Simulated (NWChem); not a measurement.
Species: SiH2F2; SMILES F[SiH2]F

```xyz
5

Si     0.0000     0.0000     0.4328
F      1.3151     0.0000    -0.5245
F     -1.3151     0.0000    -0.5245
H      0.0000     1.2578     1.2382
H      0.0000    -1.2578     1.2382
```
Atoms are numbered in this order, from 1.

Program: NWChem. Pople sets run with spherical d functions. Geometry: optimised at PBE-D3(BJ)/def2-SVP. Atomic charges in e: unrestrained fits to the electrostatic potential beside Mulliken populations; buried atoms are poorly determined by the fit.

Estimate the computed values for Hartree-Fock/6-31G*. Quantities: ESP Si1; Mulliken Si1; ESP F2; Mulliken F2; ESP F3; Mulliken F3; relative RMS misfit of the potential (%).

ESP Si1: 1.03
Mulliken Si1: 1.39
ESP F2: -0.36
Mulliken F2: -0.54
ESP F3: -0.36
Mulliken F3: -0.54
relative RMS misfit of the potential (%): 21
